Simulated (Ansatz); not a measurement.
The cluster Si₃Au₂⁻: single points at one geometry.

```yaml
crystal:
  periodic: [false, false, false]
  atoms:
    - {symbol: Au, position_ang: [-0.811485, 1.413925, -0.001778]}
    - {symbol: Au, position_ang: [-2.114166, 3.640057, 0.245634]}
    - {symbol: Si, position_ang: [1.175079, -2.248563, 1.151895]}
    - {symbol: Si, position_ang: [0.337845, -0.541315, -0.268685]}
    - {symbol: Si, position_ang: [1.412727, -2.264104, -1.127076]}
basis:
  gaussian: {orbitals: def2-SVPD, initial_orbitals: start.molden}
total_charge: -1
magnetization: {spin_polarized: true, initial_magnetization: 1}
correlation: {method: ccsd_t}
scf: {omitted_lower_state_checks: [starts, cluster_reference]}
output: {orbitals: {seedname: orbitals}}
```

The file start.molden holds the orbitals of an earlier run on this structure, at another level or in another basis.

```sh
$ ansatz run in.yaml --threads 4 --pin off --events-out ev --progress --plain --max-ram 4787MiB
```

It prints (some lines left out):

```
Functional definition: HF
1344 factors; integrals over basis functions are off by at most 8.0e-4 eV
mean field evaluation 1: about -30914.1266 eV, gradient 1.6e1 eV
mean field evaluation 2: about -30915.2963 eV, gradient 1.1e0 eV
mean field evaluation 4: about -30915.3386 eV, gradient 6.5e-2 eV
mean field evaluation 8: about -30915.3387 eV, gradient 3.9e-6 eV
mean field -30915.33873894 eV, -1136.1177434869 hartree, gradient 3.9e-6 eV, S^2 0.802349; 0 other end points of the search recorded, 0 dependent functions left out
15 core orbitals not correlated, not the lowest: weight in the atoms' cores, before any rotation towards them, 1.000 or more for the frozen orbitals, at most 0.000 for the correlated occupied ones
reference -30915.33873894 eV, -1136.1177434869 hartree; 26, 25 occupied and 101, 102 virtual orbitals, 1344 factors
second order -28.82966775 eV of doubles, -0.00000000 eV of singles
cycle   1  -25.97847027 eV  change     2.9e0 eV  update   2.2e-1
cycle   2  -27.23393909 eV  change    -1.3e0 eV  update   7.8e-2
cycle   3  -27.47478571 eV  change   -2.4e-1 eV  update   4.5e-2
cycle   4  -27.46557610 eV  change    9.2e-3 eV  update   1.8e-2
cycle   5  -27.45326040 eV  change    1.2e-2 eV  update   1.0e-2
cycle   6  -27.46028079 eV  change   -7.0e-3 eV  update   5.0e-3
cycle   7  -27.46246276 eV  change   -2.2e-3 eV  update   2.5e-3
cycle   8  -27.46126010 eV  change    1.2e-3 eV  update   1.4e-3
cycle   9  -27.46135654 eV  change   -9.6e-5 eV  update   1.0e-3
cycle  10  -27.46241113 eV  change   -1.1e-3 eV  update   8.3e-4
cycle  11  -27.46126320 eV  change    1.1e-3 eV  update   6.8e-4
cycle  12  -27.46141159 eV  change   -1.5e-4 eV  update   5.1e-4
cycle  13  -27.46168122 eV  change   -2.7e-4 eV  update   3.1e-4
cycle  14  -27.46149782 eV  change    1.8e-4 eV  update   1.7e-4
cycle  15  -27.46172371 eV  change   -2.3e-4 eV  update   1.1e-4
cycle  16  -27.46177862 eV  change   -5.5e-5 eV  update   6.4e-5
cycle  17  -27.46175816 eV  change    2.0e-5 eV  update   4.0e-5
perturbative correction -1.30672469 eV, -0.0480212466 hartree
Total energy: -30944.10722179 eV, -1137.1749657316 hartree
Checks for a lower state left out: starts, cluster_reference
```

Run time 81 s (4 threads of Intel Xeon 6975P-C on a shared host), peak host memory 3.5 GiB.

Geometry: r2SCAN-D4/def2-SVPD.

In the def2 sets Au takes a core potential; there is no spin–orbit coupling. Correlated methods freeze 15 core orbitals; core or outer-core shells of Au are correlated, in sets that lack core-valence functions. Another isomer (doublet) lies 0.29 eV lower at PBE0-D4/def2-TZVPD; other spin states weren't run for this one.
